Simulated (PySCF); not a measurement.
Molecule: Norbornane ([C@H]12CC[C@H](CC1)C2, C₇H₁₂).

Cartesian coordinates in Å; atom numbers follow the order of the lines, from 1:
```xyz
19

C     1.219    0.994   -0.134
C     1.281   -0.329   -0.944
C     0.126   -1.153   -0.356
C    -1.200   -0.526   -0.814
C    -1.263    0.797   -0.006
C     0.035    0.765    0.817
C     0.169   -0.733    1.119
H     2.148    1.158    0.433
H     1.069    1.881   -0.770
H     1.165   -0.175   -2.028
H     2.243   -0.843   -0.795
H     0.201   -2.231   -0.557
H    -2.048   -1.184   -0.568
H    -1.224   -0.366   -1.903
H    -2.143    0.820    0.655
H    -1.320    1.690   -0.647
H     0.026    1.439    1.686
H     1.116   -0.994    1.619
H    -0.667   -1.135    1.713
```

Geometry PBE0-D3(BJ)/def2-SVP throughout; GIAO in PySCF 2.14.0 with density-fitted response routines, gas phase, one conformer, non-relativistic; equivalent atoms averaged; functional PBE0.

Task: How do the shifts δ (against TMS at the same level) depend on the basis set? (ppm; last column core-seconds on shared hosts with different chips, so compare them loosely)

Result: 
```tsv
basis set	functions	C3/C6	C7	C1/C2/C4/C5	H8/H11/H13/H15	H12/H17	H18/H19	H9/H10/H14/H16	core-s
STO-3G	47	40.1	38.5	33.6	1.23	1.11	1.10	0.94	4.6
pcSseg-0	87	37.7	42.8	32.4	1.38	1.76	1.20	1.01	8.3
6-31G	87	38.3	39.9	31.7	1.69	2.08	1.42	1.29	10
6-31G*	122	36.6	37.8	30.2	1.54	2.12	1.29	1.23	15
cc-pVDZ	158	39.5	39.6	32.0	1.40	2.02	1.12	1.07	20
def2-SVP	158	36.8	38.4	30.0	1.32	1.90	0.99	0.94	18
pcSseg-1	179	38.7	40.0	32.1	1.45	1.95	1.03	1.06	20
6-311+G(2d,p)	261	39.2	39.6	31.4	1.46	2.06	1.23	1.13	41
aug-cc-pVDZ	269	39.1	39.9	30.9	1.54	2.11	1.28	1.19	49
def2-TZVP	289	39.9	40.7	32.2	1.49	2.10	1.22	1.15	54
```

Task: Which nucleus moves most, in ppm?

Result: C7 (sp3 CH2 in a ring): from 37.8 ppm with 6-31G* to 42.8 ppm with pcSseg-0. The smallest spread is 0.35 ppm, at H9/H10/H14/H16. Proton shifts span only some 12 ppm, so a few tenths of a ppm matter as much there as several ppm in carbon.

Task: Taking the largest basis, def2-TZVP (289 functions), as the yardstick, rank the others by their worst heavy-atom deviation.

Result: cc-pVDZ 1.1 ppm (158 functions), 6-311+G(2d,p) 1.1 ppm (261 functions), pcSseg-1 1.2 ppm (179 functions), aug-cc-pVDZ 1.3 ppm (269 functions), 6-31G 1.6 ppm (87 functions), pcSseg-0 2.2 ppm (87 functions), STO-3G 2.3 ppm (47 functions), def2-SVP 3.1 ppm (158 functions), 6-31G* 3.3 ppm (122 functions).

A small basis that lands close on one nucleus may do so by chance; judge by the trend and by all nuclei.
